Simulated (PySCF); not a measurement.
In(H)(Cl)(OMe) (CH4ClInO), SMILES C[O][InH][Cl].

Coordinates come from a PBE0-D3(BJ)/def2-SVP optimisation. The structure was generated by enumeration; whether it is a known compound was not checked. The def2 effective core potentials stand for the cores of In; spin–orbit coupling is left out. The values are those of a single conformer.

Computed with r2SCAN/def2-TZVP (PySCF).

Symmetry labels are those of the subgroup Cs that the program uses (full group Cs).

Computed valence orbital energies around the gap with their symmetry:
| orbital | symmetry | energy (eV) |
|---|---|---|
| HOMO−7 | A" | -11.02 |
| HOMO−6 | A' | -10.86 |
| HOMO−5 | A' | -10.24 |
| HOMO−4 | A' | -8.69 |
| HOMO−3 | A" | -7.94 |
| HOMO−2 | A' | -7.74 |
| HOMO−1 | A' | -6.89 |
| HOMO | A" | -6.58 |
| LUMO | A' | -2.17 |
| LUMO+1 | A" | -2.01 |
| LUMO+2 | A' | -0.08 |
| LUMO+3 | A' | 1.83 |
